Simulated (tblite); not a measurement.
C6H6ClF2 (doublet state).
InChI=1S/C6H6ClF2/c7-6(9)3-5(6)1-4(8)2-5/h3-4H,1-2H2/t4-,5+,6-/m0/s1

Level: GFN2-xTB in tblite, geometry and Hessian alike; calculated harmonic values, unscaled, isolated species. Against measured fundamentals such values can be off by several per cent, at times by over 20. Open shells enter through the occupations alone, without spin polarisation, and single modes of such species can be off by tens of per cent.

Harmonic wavenumbers (cm⁻¹): 44.6, 106.0, 124.9, 211.1, 310.0, 331.5, 356.9, 382.3, 417.8, 473.2, 535.5, 609.6, 632.4, 796.6, 815.5, 866.2, 902.3, 962.8, 985.7, 1013.5, 1035.7, 1059.9, 1093.0, 1104.5, 1149.2, 1199.1, 1209.4, 1218.2, 1230.1, 1305.3, 1424.5, 1431.4, 1456.8, 2955.8, 3011.6, 3024.6, 3026.7, 3027.2, 3181.5.

A = 2503, B = 850.4, C = 785.4 MHz; mass 151.013 u (most abundant isotopes); point group C1, symmetry number 1; spin multiplicity 2.

Task: Zero-point energy?

Result: ½Σν̃ = 22511 cm⁻¹ = 269.29 kJ/mol.

Task: What is S at 298.15 K and 1 bar for an ideal gas of classical rigid rotors and harmonic oscillators?

Result: Translation 171.43, rotation 124.02, vibration 95.46, spin (R ln 2) 5.76: S = 396.7 J/(mol K).

Task: And Cp and H(298.15 K) − H(0)?

Result: Cp = 142.34 J/(mol K), of which vibrations give 109.08 (their classical limit is 39 R = 324.3); H(298.15 K) − H(0) = 25.45 kJ/mol without the zero-point energy, 15.53 from vibrations.

Task: How do the functions run with temperature in this model?

Result: 
```json
{"T (K)": "150", "S (J/(mol K))": "320.9", "Cp (J/(mol K))": "85.1", "H − H(0) (kJ/mol)": "8.62", "G − H(0) (kJ/mol)": "-39.51", "ln q(vib)": "2.20"}
{"T (K)": "250", "S (J/(mol K))": "373.3", "Cp (J/(mol K))": "123.6", "H − H(0) (kJ/mol)": "19.04", "G − H(0) (kJ/mol)": "-74.28", "ln q(vib)": "4.21"}
{"T (K)": "400", "S (J/(mol K))": "443.8", "Cp (J/(mol K))": "178.9", "H − H(0) (kJ/mol)": "41.86", "G − H(0) (kJ/mol)": "-135.65", "ln q(vib)": "7.38"}
{"T (K)": "600", "S (J/(mol K))": "527.0", "Cp (J/(mol K))": "230.9", "H − H(0) (kJ/mol)": "83.26", "G − H(0) (kJ/mol)": "-232.93", "ln q(vib)": "11.67"}
{"T (K)": "900", "S (J/(mol K))": "630.0", "Cp (J/(mol K))": "275.4", "H − H(0) (kJ/mol)": "159.90", "G − H(0) (kJ/mol)": "-407.06", "ln q(vib)": "17.75"}
```

q(vib) and H(0) count from the zero-point level.

Task: Which modes carry the vibrational entropy at 298.15 K?

Result: 44.6 cm⁻¹: 21.10; 106.0 cm⁻¹: 13.98; 124.9 cm⁻¹: 12.65; 211.1 cm⁻¹: 8.51; 310.0 cm⁻¹: 5.70; 331.5 cm⁻¹: 5.24 J/(mol K); the other 33 give 28.28 together.

Hindered rotation and anharmonicity are outside this model. The structure is chiral; the term R ln 2 for an equal mix with its mirror image is left out.
